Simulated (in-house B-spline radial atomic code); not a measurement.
# One electron outside the [Ar] 3d10 4s2 4p6 core: the strontium ion Sr⁺

Computed with an all-electron radial atomic-structure program (B-spline basis), no-pair Dirac-Coulomb Hamiltonian, finite nucleus. Rungs: frozen-core Dirac-Hartree-Fock (DHF); Brueckner orbitals from the second-order correlation potential; the same with the Coulomb interaction screened by the core and the hole-particle interaction summed; Breit and QED terms from differences of relaxed Dirac-Fock atoms, where computed. Partial waves beyond l = 6 are extrapolated. The tables show a selection of states; those near core-excited levels, with erratic corrections or far from their DHF start are never shown.

The lowest nd levels tend to come out too strongly bound in this method, by some 0.05 to 0.2 eV for each d electron where measurements exist, which shifts their lines and rates.

Command:
```bash
python run_mb.py task.json out
```
Settings (nuclear radius in fm, box in bohr, cutoff in hartree):
```
basis_form          2
Z                   38
core_configuration  [Ar] 3d10 4s2 4p6
rms_radius          4.224
mass_number         88
speed_of_light      137.036
box_radius          88.125
lmax                6
intervals           70
virtual_cutoff      2888.0
```

Run time, properties included: 2.2 min on 1 thread of Arm Neoverse V2 (shared host).

Removal energies (cm⁻¹):

```tsv
state	DHF	second order	screened	Breit + QED	final	measured
5s1/2	84042	90017	89076	-38.3	89038	88965
4d3/2	67385	75894	75228	48.1	75276	74409
4d5/2	67242	75553	74925	61.3	74987	74129
5p1/2	62512	65725	65319	-19.2	65300	65250
5p3/2	61828	64887	64500	-8.53	64492	64449
6s1/2	39906	41486	41231	-12.4	41219	41229
5d3/2	34247	?	?	?	?	?
5d5/2	34177	?	?	?	?	?
6p1/2	32302	33342	33209	-7.3	33202	33195
6p3/2	32044	33044	32916	-3.31	32913	32907
```

**Question.** What does correlation do to 5d5/2?

**Answer.** It adds 1633 cm⁻¹ to the removal energy in second order and 1479 cm⁻¹ with screening; Breit and QED add 12.4 cm⁻¹, for a final 35668 cm⁻¹ (measured 35592).

**Question.** What does correlation do to 5d3/2?

**Answer.** It adds 1658 cm⁻¹ to the removal energy in second order and 1500 cm⁻¹ with screening; Breit and QED add 8.76 cm⁻¹, for a final 35756 cm⁻¹ (measured 35679).

**Question.** How much does each rung gain against experiment?

**Answer.** Mean relative error over all 12 computed levels with a measured value, shown above or not (NIST Handbook of Basic Atomic Spectroscopic Data (Sansonetti and Martin, J. Phys. Chem. Ref. Data 34, 1559 (2005))): DHF 4.41 %, second order 0.81 %, screened, with Breit and QED where computed, 0.26 %.

Electric-dipole lines from 5s1/2 (reduced matrix elements in atomic units, length form, static core polarisation, sign of DHF taken positive):

| upper | DHF | + core polarisation | + Brueckner | λ (nm) | A (s⁻¹) |
| --- | --- | --- | --- | --- | --- |
| 5p1/2 | 3.485 | 3.228 | 3.074 | 421.27 | 1.28e+08 |
| 5p3/2 | 4.921 | 4.563 | 4.345 | 407.4 | 1.41e+08 |
| 6p1/2 | 0.06642 | -0.04149 | -0.04637 | 179.1 | 3.79e+05 |
| 6p3/2 | 0.1606 | 0.007589 | 0.004138 | 178.17 | 1.53e+03 |

**Question.** What radiative lifetime does 6s1/2 get from its electric-dipole decays?

**Answer.** The rates to lower computed states sum to 2.31e+08 s⁻¹, a lifetime of 4.32 ns.

Magnetic hyperfine constants per unit nuclear g factor (MHz, nucleus as a uniformly magnetised ball; they apply to isotopes with nuclear spin):

```tsv
state	DHF	+ core polarisation	+ Brueckner
5s1/2	3013	3586	4180
5p1/2	500.4	606.2	733.9
5p3/2	87.82	138.2	165.3
6s1/2	960.6	1137	1224
6p1/2	190.3	228.1	260.5
6p3/2	33.56	51.86	58.64
```

**Question.** What is the static scalar polarisability of 5s1/2?

**Answer.** 90.9 bohr³: 5.813 from the core and 85.08 from the valence electron, Pauli blocking included.
